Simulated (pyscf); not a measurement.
BiH₃ + Cl–Ge:–Cl [singlet] → Cl–BiH₂ + Cl–GeH: [singlet] (four-centre exchange; singlet surface; Bi–H, Cl–Ge broken, Bi–Cl, Ge–H formed). Optimised with ωB97X-D3(BJ)/def2-SVP in PySCF. Energies in kJ/mol from the separated reactants.

| level | barrier | reaction energy |
|---|---|---|
| PBE/def2-TZVP | 35.6 | +73.8 |
| r²SCAN/def2-TZVP | ? | +73.4 |
| B3LYP-D3(BJ)/def2-TZVP | 33.1 | +68.3 |
| PBE0-D3(BJ)/def2-TZVP | 30.0 | +71.9 |
| ωB97M-D3(BJ)/def2-TZVP | ? | ? |
| HF/def2-TZVP | 97.4 | +55.8 |

### Question
What belongs in the gaps?

### Answer

- r²SCAN/def2-TZVP, barrier: 32.9
- ωB97M-D3(BJ)/def2-TZVP, barrier: 51.1
- ωB97M-D3(BJ)/def2-TZVP, reaction energy: +70.6

On the reactant side the descent ends in a bound adduct, 45.8 kJ/mol under the separated species and 63.9 kJ/mol under the saddle at ωB97X-D3(BJ)/def2-TZVP. On the product side the descent ends in an adduct with a Cl–Ge contact, 80.5 kJ/mol under the separated species and 35.4 kJ/mol under the saddle at ωB97X-D3(BJ)/def2-TZVP. At PBE, r²SCAN, B3LYP-D3(BJ), PBE0-D3(BJ), ωB97M-D3(BJ) the saddle lies under the separated products, which points to a path from their complex (located at ωB97X-D3(BJ) alone), and parting the products costs more than the saddle. What is counted as broken (Cl–Ge) persists as a longer contact in the product adduct; parting that adduct is a step of its own. At ωB97X-D3(BJ)/def2-TZVP the barrier from the zero used here is 18.0 kJ/mol. This is the saddle that the search found; another between the same sides may lie lower. Elements up to Kr have no core potential and no relativistic terms here. Elements past Kr carry the def2 core potentials, without spin-orbit coupling.
